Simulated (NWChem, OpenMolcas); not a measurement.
# How basis sets differ on SnH4S (SMILES [SH][SnH3])

The species is SnH4S (6 atoms), meant as a singlet with charge 0. SMILES: `[SH][SnH3]`. Geometry: relaxed at PBE0-D4/def2-TZVP.

```xyz
6

S     1.0343   -0.9053    1.2617
Sn   -0.3120    0.4562   -0.1944
H     1.1366   -1.9121    0.3785
H    -1.7506   -0.3751   -0.5795
H     0.5633    0.8067   -1.6157
H    -0.6294    1.8656    0.7031
```

Quantity: the dipole moment, in D. The values are calculated.

```tsv
level	kind	program	value (D)	CPU time
HF/ANO-RCC-MB (DKH2)	Hartree–Fock	OpenMolcas	2.17	3.8 s
HF/STO-3G	Hartree–Fock	OpenMolcas	1.42	2.5 s
HF/3-21G	Hartree–Fock	OpenMolcas	2.83	2.9 s
HF/def2-SVP (core potential)	Hartree–Fock	NWChem	1.80	7.3 s
```

All-electron rows without a relativistic Hamiltonian named are non-relativistic, while core potentials hold scalar relativity, so basis and relativity change together. The values span 1.42 to 2.83 D. Sets without polarisation functions give poor dipoles. Times are those of the runs behind each value, whatever else they computed, on shared processors of several kinds: orders of magnitude only.
